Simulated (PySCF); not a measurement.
Isomers of C5H11B, mass 82.095 u with the commonest isotopes. Method: PBE0-D3(BJ)/def2-SVP geometry optimisation, gas phase in PySCF 2.14.0. One conformer each, none proved a minimum here; rigid rotors.

Question: Order these by out-of-plane moment Σ m c² = (Ia + Ib − Ic)/2, smallest first.
A. `[BH2:1][CH:2]1[CH2:3][CH2:4][CH2:5][CH2:6]1` with H–B1–C2–C3 -27° and 159°, B1–C2–C3–C4 -174°, C2–C3–C4–C5 17°, C3–C4–C5–C6 7°, C4–C5–C6–C2 -29°
B. `[CH3:1][C@@H:2]1[BH:3][CH2:4][CH2:5][CH2:6]1` with C1–C2–B3–C4 -147°, C2–B3–C4–C5 -10°, B3–C4–C5–C6 29°, C4–C5–C6–C2 -38°
C. `[BH:1]1[CH2:2][CH2:3][CH2:4][CH2:5][CH2:6]1` with C6–B1–C2–C3 19°, B1–C2–C3–C4 -38°, C2–C3–C4–C5 60°, C3–C4–C5–C6 -60°

Answer: A (10.32 u·Å²), B (11.10 u·Å²), C (11.52 u·Å²).

Question: Order these by radius of gyration √(Σ m r²/M), smallest first.
A. `[BH2:1][CH:2]1[CH2:3][CH2:4][CH2:5][CH2:6]1` with H–B1–C2–C3 -27° and 159°, B1–C2–C3–C4 -174°, C2–C3–C4–C5 17°, C3–C4–C5–C6 7°, C4–C5–C6–C2 -29°
B. `[BH:1]1[CH2:2][CH2:3][CH2:4][CH2:5][CH2:6]1` with C6–B1–C2–C3 19°, B1–C2–C3–C4 -38°, C2–C3–C4–C5 60°, C3–C4–C5–C6 -60°
C. `[CH3:1][C@@H:2]1[BH:3][CH2:4][CH2:5][CH2:6]1` with C1–C2–B3–C4 -147°, C2–B3–C4–C5 -10°, B3–C4–C5–C6 29°, C4–C5–C6–C2 -38°

Answer: B (1.645 Å), A (1.697 Å), C (1.717 Å).

Question: Order these by rotational constant C, smallest first.
A. `[BH2:1][CH:2]1[CH2:3][CH2:4][CH2:5][CH2:6]1` with H–B1–C2–C3 -27° and 159°, B1–C2–C3–C4 -174°, C2–C3–C4–C5 17°, C3–C4–C5–C6 7°, C4–C5–C6–C2 -29°
B. `[BH:1]1[CH2:2][CH2:3][CH2:4][CH2:5][CH2:6]1` with C6–B1–C2–C3 19°, B1–C2–C3–C4 -38°, C2–C3–C4–C5 60°, C3–C4–C5–C6 -60°
C. `[CH3:1][C@@H:2]1[BH:3][CH2:4][CH2:5][CH2:6]1` with C1–C2–B3–C4 -147°, C2–B3–C4–C5 -10°, B3–C4–C5–C6 29°, C4–C5–C6–C2 -38°

Answer: C (2187 MHz), A (2236 MHz), B (2399 MHz).

```json
{"SMILES": "B1CCCCC1", "point group": "Cs", "Ia (u·Å²)": "112.21", "Ib (u·Å²)": "121.46", "Ic (u·Å²)": "210.62", "κ": "0.67", "μa (D)": "0.00", "μb (D)": "0.46", "μc (D)": "0.17"}
{"SMILES": "C[C@@H]1BCCC1", "point group": "C1", "Ia (u·Å²)": "77.53", "Ib (u·Å²)": "175.71", "Ic (u·Å²)": "231.05", "κ": "-0.68", "μa (D)": "0.14", "μb (D)": "0.36", "μc (D)": "0.01"}
{"SMILES": "BC1CCCC1", "point group": "near Cs", "Ia (u·Å²)": "79.81", "Ib (u·Å²)": "166.83", "Ic (u·Å²)": "226.00", "κ": "-0.61", "μa (D)": "0.71", "μb (D)": "0.01", "μc (D)": "0.20"}
```
